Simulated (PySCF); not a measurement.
C3H3Cl2F, SMILES ClC1([C@@H](C1)F)Cl. Geometry: B3LYP-D3(BJ)/def2-SVP. The structure was generated by enumeration; whether it is a known compound was not checked.

All values below come from B3LYP-D3(BJ)/def2-SVP in PySCF.

Harmonic wavenumbers (cm⁻¹): 169, 211, 264, 322, 449, 471, 557, 760, 815, 937, 988, 1035, 1079, 1108, 1184, 1258, 1383, 1459, 3134, 3167, 3239. Rotational constants (GHz): 2.871, 1.970, 1.399; symmetry number 1.

### Question
Work out the zero-point energy and the ideal-gas rigid-rotor harmonic-oscillator thermochemistry at 298.15 K and 1 atm.

### Answer
ZPE = ½ Σ hcν = ½ × 23990 cm⁻¹ = 143.49 kJ/mol. H − E(el) = 161.52 kJ/mol. Entropy in J/(mol K): translation 169.35, rotation 117.56, vibration 43.77, total 330.69. G − E(el) = 62.93 kJ/mol. Cp = 94.18 J/(mol K).
